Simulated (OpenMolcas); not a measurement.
Pt4+ (d6) among equal point charges was computed by CASSCF with the d shell active (OpenMolcas, ANO-RCC-VTZP on the metal). Its lowest spin-free states, and all those of the highest spin:

| 2S+1 | Degeneracy | E (cm-1) |
| --- | --- | --- |
| 5 | 1 | 0.0 |
| 5 | 2 | 849.8 |
| 5 | 1 | 6478 |
| 5 | 1 | 11515 |
| 3 | 1 | 16865 |
| 3 | 2 | 16889 |
| 3 | 1 | 17766 |
| 3 | 2 | 19330 |
| 3 | 1 | 20632 |
| 3 | 1 | 20996 |
| 3 | 1 | 21867 |
| 3 | 2 | 22008 |

Q: Is the site octahedral, tetrahedral or cube-like, axial, or of lower symmetry?

A: The states with 2S+1 = 5 have orbital degeneracies 1, 2, 1, 1. There are pairs but no triples, so the site is axial: not cubic, but with a proper or improper axis of order three or more. The run had Pt4+ among 5 point charges of -1.5 e arranged as a square pyramid (C4v), 2.09 Å from the ion, with the axial distance 2.696 Å.

Spin-orbit coupling mixes the spin-free states strongly: the lowest level takes only 49 % from its leading state, 2S+1 = 5. Without dynamic correlation the repulsion within the d shell is too large (B by tens of per cent), so at a given field states of lower spin stand too high. Point charges give a weaker field than real ligands, and real ions of this kind are as a rule low spin; the high spin found here belongs to the model. Point charges carry no covalency, so the field is a model and not that of real ligands. An unlabelled pair can be two single states that coincide in this model. No measured value stands beside these numbers.
